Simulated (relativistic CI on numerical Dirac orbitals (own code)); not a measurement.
Forbidden lines of Pt62+

Computed by Dirac-Coulomb-Breit CI, KLI orbitals optimised for each configuration, model QED, unscaled Slater integrals (own radial code, finite nucleus).

CI space (outside the closed core [Ne]): 3s2 3p4, 3s2 3p3 3d, 3s 3p5, 3p6, 3s 3p4 3d, 3s 3p3 3d2, 3p5 3d, 3s2 3p2 3d 4p, 3s 3p3 3d 4s, 3s2 3p3 4s, 3p5 4s, 3p5 4p, 3s2 3p2 3d2, 3s2 3p 3d3, 3s 3p2 3d3, 3s2 3p 3d2 4s, 3p4 3d2, 3p3 3d3, 3p3 3d2 4s, 3s2 3p2 3d 4s, 3s 3p2 3d2 4s, 3s2 3p 3d 4s2. Double excitations out of closed p, d and f shells are left out; levels of such configurations are missing from the list, as are those of other unlisted configurations, and high levels can miss mixing partners.

| λ vac (nm) | Lower | Upper | Type | A (s⁻¹) | gf | Branching (%) |
| --- | --- | --- | --- | --- | --- | --- |
| 2.5921 | 3s2 3p3 3d 3F°_4 [7] | 3s2 3p3 3d 1F°_3 [41] | M1 | 3.78e+08 | 2.66e-04 | 14.9 |
| 2.6519 | 3s2 3p3 3d 5D°_4 [35] | 3s2 3p3 3d 3F°_4 [147] | M1 | 6.05e+08 | 5.74e-04 | 6.3 |
| 2.7016 | 3s2 3p4 3P_2 [1] | 3s2 3p4 1D_2 [12] | E2 | 2.22e+07 | 1.22e-05 | 2.8 |
| 2.7016 | 3s2 3p4 3P_2 [1] | 3s2 3p4 1D_2 [12] | M1 | 4.26e+08 | 2.33e-04 | 52.9 |
| 2.7222 | 3s2 3p3 3d 3D°_2 [3] | 3s2 3p3 3d 3G°_4 [25] | E2 | 6.48e+06 | 6.48e-06 | 4.2 |
| 2.7500 | 3s2 3p3 3d 3F°_4 [7] | 3s2 3p3 3d 3G°_5 [37] | E2 | 1.30e+07 | 1.62e-05 | 4.8 |
| 2.7500 | 3s2 3p3 3d 3F°_4 [7] | 3s2 3p3 3d 3G°_5 [37] | M1 | 1.35e+08 | 1.69e-04 | 49.7 |
| 2.7633 | 3s2 3p4 3P_2 [1] | 3s2 3p4 3P_1 [11] | M1 | 6.98e+08 | 2.40e-04 | 67.0 |
| 2.7706 | 3s2 3p3 3d 3F°_4 [7] | 3s2 3p3 3d 3F°_4 [36] | E2 | 8.81e+06 | 9.13e-06 | 2.8 |
| 2.7706 | 3s2 3p3 3d 3F°_4 [7] | 3s2 3p3 3d 3F°_4 [36] | M1 | 8.55e+07 | 8.86e-05 | 26.9 |
| 2.7825 | 3s2 3p3 3d 3F°_3 [6] | 3s2 3p3 3d 3G°_4 [25] | E2 | 1.39e+07 | 1.45e-05 | 8.9 |
| 2.7825 | 3s2 3p3 3d 3F°_3 [6] | 3s2 3p3 3d 3G°_4 [25] | M1 | 1.30e+08 | 1.36e-04 | 83.7 |
| 2.8196 | 3s2 3p3 3d 3D°_2 [8] | 3s2 3p3 3d 3F°_4 [36] | E2 | 8.36e+06 | 8.97e-06 | 2.6 |
| 2.8297 | 3s2 3p3 3d 3D°_2 [3] | 3s2 3p3 3d 3F°_2 [21] | M1 | 4.19e+08 | 2.51e-04 | 4.0 |
| 2.8576 | 3s2 3p3 3d 3F°_4 [7] | 3s2 3p3 3d 5D°_4 [35] | M1 | 5.38e+08 | 5.93e-04 | 68.9 |
| 2.8809 | 3s2 3p3 3d 3D°_1 [4] | 3s2 3p3 3d 5D°_0 [22] | M1 | 7.66e+08 | 9.53e-05 | 4.4 |
| 2.9017 | 3s2 3p4 1S_0 [2] | 3s2 3p4 3P_1 [11] | M1 | 2.50e+08 | 9.45e-05 | 23.9 |
| 2.9112 | 3s2 3p3 3d 3D°_2 [8] | 3s2 3p3 3d 3D°_3 [34] | M1 | 3.80e+08 | 3.38e-04 | 3.1 |
| 2.9559 | 3s2 3p3 3d 3D°_3 [9] | 3s2 3p3 3d 3F°_4 [36] | M1 | 6.06e+07 | 7.14e-05 | 19.1 |
| 3.0551 | 3s2 3p3 3d 3D°_3 [9] | 3s2 3p3 3d 5D°_4 [35] | M1 | 2.28e+08 | 2.87e-04 | 29.2 |

Terms are leading LS components. Brackets give the number of a level in order of energy, since labels repeat. The list gives strong lines, with weight on those to low levels, among the lowest 200 of 2790 levels, so that lines to higher ones, which can be the strongest, are missing. Levels whose partners in the same complex of configurations lie outside the list can be far off, and so can their lines. Rates are taken at the computed energies, electric ones in the length gauge.

At this charge energies of transitions that change n are usually good to better than 1 %, and those within a shell (Δn = 0) to a few per cent.

LS names give the leading component of a level, which can be under half, so a name can repeat, a term be missing and a line seem to break the LS rules.
